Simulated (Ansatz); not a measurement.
Reaction (cleavage of the Ga–B bond): `[BH2][GaH][SiH3]` + HCl → `[SiH3][GaH][Cl]` + BH₃

Program: Ansatz. Geometries: PBE0-D4/def2-TZVP. ΔE: electronic, gas phase. CBS: MP2 limit from def2 TZ/QZ plus the TZ coupled-cluster correction, frozen cores. This one scheme is used for every species. DFT in def2-TZVPP. For Ga outer-core shells are correlated without core-valence functions, which leaves a few kJ/mol of doubt a bond. Scalar relativity is left out up to krypton.

`[BH2][GaH][SiH3]`:

Cartesian coordinates in Å:
```
B 0.404 0.972 -1.938
Ga 0.112 -0.622 -0.669
Si -0.337 -0.327 1.695
H -0.507 1.508 -2.503
H 1.488 1.450 -2.118
H 0.159 -2.125 -1.144
H -1.655 -0.932 2.044
H -0.368 1.098 2.127
H 0.704 -1.022 2.506
```

HCl:

```xyz
2

Cl    0.579    0.229    0.144
H    -0.579   -0.229   -0.144
```

`[SiH3][GaH][Cl]`:

```xyz
7

Si    0.890    0.272    0.578
Ga   -1.074   -0.058   -0.769
Cl   -1.800   -2.093   -0.759
H     1.980   -0.604    0.072
H     0.586   -0.106    1.984
H     1.353    1.685    0.547
H    -1.935    0.903   -1.653
```

BH₃:

Z-matrix (Å, degrees):
```
B
H 1 1.193
H 1 1.193 2 120.0
H 1 1.193 2 120.0 3 180.0
```

```json
{"level": "B2PLYP", "ΔE (kJ/mol)": "-144.3"}
{"level": "RPA@PBE/def2-TZVPP", "ΔE (kJ/mol)": "-135.0"}
```

Task: What does CCSD(T)/CBS give? (An estimate is asked.)

Result: Ansatz gave: -136.6 kJ/mol. The listed levels differ from it by -7.7, 1.6 kJ/mol.

Largest T1 diagnostic among the species: 0.014.

From BLYP to BHLYP (50 % exact exchange), in def2-TZVPP and without D4, ΔE moves by −16.3 kJ/mol. In def2-TZVPP, CCSD(T) changes the Hartree–Fock value by +31.6 kJ/mol (the triples alone add +1.7 kJ/mol) and MP2 by +22.7 kJ/mol.
